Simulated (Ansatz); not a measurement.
```yaml
crystal:
  periodic: [false, false, false]
  atoms:
    - {symbol: C, position_ang: [-1.745112, 1.275239, -1.378018]}
    - {symbol: N, position_ang: [-0.260249, 2.137779, 0.891982]}
    - {symbol: Sn, position_ang: [1.900521, -2.891719, -0.577114]}
    - {symbol: H, position_ang: [-3.920060, 0.252269, -1.282847]}
    - {symbol: H, position_ang: [-0.944808, 1.881230, -3.555798]}
    - {symbol: H, position_ang: [-1.290664, 1.579285, 2.805514]}
    - {symbol: H, position_ang: [5.271389, -1.069134, -0.230224]}
    - {symbol: H, position_ang: [1.191821, -3.290568, 3.203965]}
basis:
  gaussian: {orbitals: x2c-TZVPPall}
hamiltonian: {xc: {name: wB97M-V}}
```

```sh
$ ansatz run in.yaml --threads 2 --pin off --events-out ev --progress --plain --max-ram 4352MiB
```

Shortened log:

```
Functional definition: wB97M-V
1266 factors; their error is unknown
258 factors; integrals over basis functions are off by at most 4.0e-5 eV
mean field evaluation 1: about -170603.6143 eV, gradient 9.0e1 eV
mean field evaluation 2: about -170318.5448 eV, gradient 1.0e2 eV
mean field evaluation 4: about -170392.2146 eV, gradient 2.1e2 eV
mean field evaluation 8: about -170637.1167 eV, gradient 5.4e0 eV
mean field evaluation 16: about -170639.7999 eV, gradient 2.9e0 eV
mean field evaluation 32: about -170639.8084 eV, gradient 4.7e-4 eV
mean field -170639.80842947 eV, -6270.8972959666 hartree, gradient 1.3e-5 eV, S^2 0.000000; 6 other end points of the search recorded, 0 dependent functions left out
reference -170639.80850797 eV, -6270.8972988516 hartree; 34, 34 occupied and 158, 158 virtual orbitals, 1266 factors
Total energy: -170639.80850797 eV, -6270.8972988516 hartree
Relativity: scalar
```

In this input the geometry is stretched to more than twice its size. The calculation finished and met its thresholds. The result belongs to that input, not to the molecule as meant.
